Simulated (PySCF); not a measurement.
**C$_{2}$F$_{4}$O: calculation and literature**

Geometry (Å), atoms numbered from 1 in this order:
```xyz
7

O     1.2534    1.2146   -0.7751
C     0.8515    0.2226   -0.3006
F     1.6180   -0.8520   -0.0950
C    -0.5987   -0.0761    0.1773
F    -0.6220   -0.3868    1.4745
F    -1.1205   -1.1010   -0.4995
F    -1.3784    0.9835   -0.0087
```

All values are calculated (PySCF): geometry: GFN2-xTB, σ from GIAO-PBE0/pcSseg-1. Rapidly exchanging positions averaged, one conformer, no solvent model, no relativistic terms.

Reference values: measured (Wikipedia, Fluorine-19 nuclear magnetic resonance spectroscopy).
```
   atoms             quantity  reference  computed  computed, scaled
F5/F6/F7  δ $^{19}$F vs CFCl3      -76.0     -86.5             -71.7
```

Reference values: measured (solution; E. Pretsch, P. Bühlmann, M. Badertscher, Structure Determination of Organic Compounds, 4th ed., Springer 2009).
| atoms | quantity | reference | computed | computed, scaled |
| --- | --- | --- | --- | --- |
| F3 | δ $^{19}$F vs CFCl3 | 15.0 | 26.0 | 15.3 |

Computed shifts are σ(ref) − σ with the named reference compound (TMS for H and C) calculated as an isolated molecule at the same level. The measured values may be among those fitted. Shieldings were converted by a linear fit to measured shifts: $^{19}$F (scatter 6.0 ppm rms, 7.0 ppm with the 5 outliers that the fit left out vs CFCl3, solution or neat liquid, with a term for F on sp3 carbon). Occasional misses reach two or three times the rms, and more in compound classes unlike the fitted ones.

How far are the unscaled $^{19}$F shifts from the references?

Answers

Mean signed difference +0.25 ppm, mean absolute 10.75 ppm over 2 comparisons; the largest is +11.0 ppm at F3 (fluorine bonded to C).
